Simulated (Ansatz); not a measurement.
Cost and result for the atomization energy of Cl$_{2}$GeH$_{4}$N$_{2}$, SMILES `[NH2][Ge]([NH2])([Cl])[Cl]` (9 atoms, 8 bonds).

```xyz
9

N    -0.549    0.548    1.384
Ge    0.310   -0.310    0.049
N    -0.316    0.318   -1.522
Cl    2.441   -0.038   -0.049
Cl   -0.004   -2.402    0.438
H    -0.391    1.546    1.410
H    -0.413    0.148    2.301
H     0.222    0.043   -2.332
H    -1.299    0.146   -1.680
```

Charge 0, multiplicity 1. Correlated methods include outer-core shells of Ge, which these sets cover unevenly. Scalar relativity is left out up to krypton. The geometry is a stationary point of PBE0-D4/def2-TZVP. It is one conformer, not always the lowest. Program: Ansatz. All runs use 4 threads of a server CPU on a shared host. Times are those of one run each, without the atoms' runs, and a repeat can differ threefold. Electronic energies, without spin–orbit coupling; frozen cores. CCSD(T)/CBS adds CCSD(T) − MP2 in def2-TZVPP to the MP2 limit, and its time is that of the two runs behind it. T1 = 0.010. With those shells the extrapolation isn't a true limit. B3LYP takes the VWN-RPA correlation (the form of Gaussian; ORCA's B3LYP/G).

CCSD(T)/CBS is a level of theory with its own doubt, some kJ/mol a heavy atom from the limit and from the frozen cores, so smaller differences don't rank the functionals.

```json
{"level": "PBE0-D4/def2-TZVPP", "functions": "250", "wall time": "4.2 s"}
{"level": "CAM-B3LYP-D4/def2-TZVPP", "functions": "250", "wall time": "5.5 s"}
{"level": "B3LYP-D4/def2-TZVPP (with forces)", "functions": "250", "wall time": "6.5 s"}
{"level": "r2SCANh-D4/def2-TZVPP", "functions": "250", "wall time": "7 s"}
{"level": "PBE-QIDH/def2-TZVPP", "functions": "250", "wall time": "7 s"}
{"level": "B2PLYP/def2-TZVPP", "functions": "250", "wall time": "7 s"}
{"level": "CCSD(T)/def2-SVP", "functions": "116", "wall time": "8.5 s"}
{"level": "B97M-V/def2-TZVPP", "functions": "250", "wall time": "9.5 s"}
{"level": "ωB97X-V/def2-TZVPP", "functions": "250", "wall time": "9.5 s"}
{"level": "ωB97M-V/def2-TZVPP (with forces)", "functions": "250", "wall time": "14 s"}
{"level": "MP2/def2-QZVPP", "functions": "463", "wall time": "25 s"}
{"level": "CCSD(T)/def2-TZVPP", "functions": "250", "wall time": "4.1 min"}
{"level": "CCSD(T)/CBS(def2)", "functions": "–", "wall time": "4.5 min"}
```

Q: What atomization energy does each give, and how far from CCSD(T)/CBS? (Estimate.)

A: Computed: 
```
                            level  atomization (kcal/mol)  difference from CCSD(T)/CBS  per bond
               PBE0-D4/def2-TZVPP                   694.5                         -3.4      -0.4
          CAM-B3LYP-D4/def2-TZVPP                   695.2                         -2.7      -0.3
B3LYP-D4/def2-TZVPP (with forces)                   692.1                         -5.8      -0.7
            r2SCANh-D4/def2-TZVPP                   688.5                         -9.4      -1.2
              PBE-QIDH/def2-TZVPP                   689.2                         -8.7      -1.1
                B2PLYP/def2-TZVPP                   684.9                        -13.0      -1.6
                 CCSD(T)/def2-SVP                   631.1                        -66.8      -8.4
                B97M-V/def2-TZVPP                   700.6                          2.7       0.3
               ωB97X-V/def2-TZVPP                   701.8                          3.9       0.5
 ωB97M-V/def2-TZVPP (with forces)                   698.3                          0.4       0.0
                   MP2/def2-QZVPP                   704.0                          6.1       0.8
               CCSD(T)/def2-TZVPP                   674.7                        -23.2      -2.9
                CCSD(T)/CBS(def2)                   697.9                          0.0       0.0
```

At CCSD(T), def2-SVP lies −66.9 kcal/mol from the extrapolated value and def2-TZVPP −23.2 kcal/mol: correlation converges slowly with the basis, and small sets miss more of it in the bonded molecule than in its fragments. The D4 term adds +9.9 kcal/mol with B3LYP and +5.2 kcal/mol with PBE0; it sums over pairs of atoms, weighted by their polarisabilities, and B3LYP, whose exchange is more repulsive, gets the larger term. From BLYP to BHLYP (50 % exact exchange), in def2-TZVPP and without D4, the atomization energy moves by −20.0 kcal/mol: exact exchange takes away binding that semilocal exchange gives to molecules.
